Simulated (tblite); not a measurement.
CH2F2, charge +1, doublet, at a GFN2-xTB geometry (a state made from the parent by changing its charge; the spin is typed, not shown lowest); GFN1-xTB run with tblite 0.6.0.

The tblite input:
```
$ tblite run mol.xyz --method gfn1 --charge 1 --spin 1 --guess eeq --json tblite.json --no-restart

# file mol.xyz
5

F     -1.07551627    -0.28900724    -0.02479725
C     -0.00385664     0.44566374     0.05107919
F      1.08034257    -0.26870898    -0.03912469
H     -0.00338754     1.07247148     1.00968852
H     -0.01690937     1.27299208    -0.74086619
```

It wrote (shortened):

```
xTB calculator
 | screened Coulomb repulsion
 | Coulomb electrostatics
 |  * isotropic Klopman-Ohno-Mataga-Nishimoto electrostatics
 |  * onsite third-order electrostatics
 | DFT-D3(BJ) dispersion correction

halogen bonding energy    0.0000000000000E+00 Eh
repulsion energy          4.6272708108394E-02 Eh
dispersion energy        -5.4921627906570E-04 Eh
number of electrons       1.9000000000000E+01 e
integral cutoff           1.9731147476801E+01 bohr

------------------------------------------------------------
  cycle        total energy    energy error   density error
------------------------------------------------------------
      1     -12.74261758647  -1.2788341E+01   3.7877499E-01
      2     -12.80517405988  -6.2556473E-02   2.4458346E-01
      3     -12.81065729429  -5.4832344E-03   1.2964490E-01
      4     -12.81133658941  -6.7929512E-04   8.0647472E-03
      5     -12.81141443922  -7.7849811E-05   1.2187360E-03
      6     -12.81141636172  -1.9225009E-06   6.6164387E-05
      7     -12.81141636727  -5.5483085E-09   2.4797145E-06
------------------------------------------------------------

electronic energy        -1.2857139859099E+01 Eh
total energy             -1.2811416367270E+01 Eh

Post processing:
 | Mayer-Wiberg bond orders

[Info] JSON dump of results written to 'tblite.json'
```
